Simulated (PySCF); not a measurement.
TeI⁺: input and log

State: ⁵Π (quintet), unpaired electrons σ ↑, π ↑↑↑, a second solution, started from another occupation.

An equivalent input (the run itself took its basis sets from the Basis Set Exchange, started from a PBE0 density and held the occupation σ 10α 9β, πx 6α 4β, πy 6α 5β, δx 2α 2β, δy 2α 2β):

```python
from pyscf import gto, dft
mol = gto.M(atom='Te 0 0 0; I 0 0 2.588', basis={'Te': 'def2-SVP', 'I': 'def2-SVP'}, ecp={'Te': 'def2-SVP', 'I': 'def2-SVP'},
            charge=1, spin=4, verbose=4, symmetry='C2v')
mf = dft.UKS(mol, xc='PBE0')
mf.grids.atom_grid = (80, 434)
mf.grids.prune = dft.gen_grid.treutler_prune
mf.irrep_nelec = {'A1': (12, 11), 'A2': (2, 2), 'B1': (6, 4), 'B2': (6, 5)}
mf.conv_tol = 1e-9
mf.max_cycle = 60
mf.diis_space = 10
mf.kernel()
```

The log (some set-up lines and the per-cycle HOMO/LUMO lines removed):

```
******** <class 'pyscf.dft.uks_symm.SymAdaptedUKS'> ********
method = SymAdaptedUKS
damping factor = 0
level_shift factor = 0
DIIS = <class 'pyscf.scf.diis.CDIIS'>
diis_start_cycle = 1
diis_space = 10
diis_damp = 0
SCF conv_tol = 1e-09
SCF conv_tol_grad = None
SCF max_cycles = 60
number electrons alpha = 26  beta = 22
Set gradient conv threshold to 3.16228e-05
init E= -565.315118705644
cycle= 1 E= -565.310762276914  delta_E= 0.00436  |g|= 0.0104  |ddm|= 0.147
cycle= 2 E= -565.310794677902  delta_E= -3.24e-05  |g|= 0.00864  |ddm|= 0.0508
cycle= 3 E= -565.310846819204  delta_E= -5.21e-05  |g|= 0.00141  |ddm|= 0.0186
cycle= 4 E= -565.3108479582  delta_E= -1.14e-06  |g|= 0.000249  |ddm|= 0.00295
cycle= 5 E= -565.310848041611  delta_E= -8.34e-08  |g|= 0.000106  |ddm|= 0.000839
cycle= 6 E= -565.310848052262  delta_E= -1.07e-08  |g|= 3.13e-05  |ddm|= 0.000263
cycle= 7 E= -565.310848053469  delta_E= -1.21e-09  |g|= 3.92e-06  |ddm|= 9.07e-05
cycle= 8 E= -565.310848053512  delta_E= -4.23e-11  |g|= 6.55e-07  |ddm|= 2.06e-05
Extra cycle  E= -565.310848053512  delta_E= -4.55e-13  |g|= 3.85e-07  |ddm|= 2.62e-06
converged SCF energy = -565.310848053512  <S^2> = 6.0034863  2S+1 = 5.0013943
```

Repeating this along the bond gives Re = 3.423 Å and ωe = 87.1 cm⁻¹.

A point of this curve took 0.64 CPU seconds beside 0.39 for the integrals, on AMD EPYC 7R43 64-Core (shared host).

Spin–orbit coupling is left out. Counting both spins, an empty level lies below a filled one in this solution, because spin and occupation are held.
